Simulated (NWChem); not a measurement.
# Correlation energy of diantimony (Sb2)

SMILES: [Sb]#[Sb]
```xyz
2

Sb     0.0000     0.0000     1.2580
Sb     0.0000     0.0000    -1.2580
```
Charge 0, spin multiplicity 1.

The numbers come from NWChem runs, not from measurements. All single points use one geometry, from PBE/def2-SVP with def2 effective core potentials on Sb, a minimum by its harmonic frequencies.

Basis set: def2-TZVP. Each correlation energy counts from its own Hartree-Fock reference.

| method | correlation energy (mHa) |
|---|---|
| MP2 | -686.8 |
| SCS-MP2 | -613.6 |
| CCSD | -652.4 |
| CR-CCSD[T] | -674.4 |
| CR-CCSD(T) | -673.2 |

The values span 73.2 mHa, from MP2 (lowest) to SCS-MP2 (highest). 

Effective core potentials replace the inner electrons of Sb; spin-orbit coupling is left out. The correlated methods keep 8 core orbitals frozen. Coupled-cluster values serve here as a point of comparison, not as the truth.
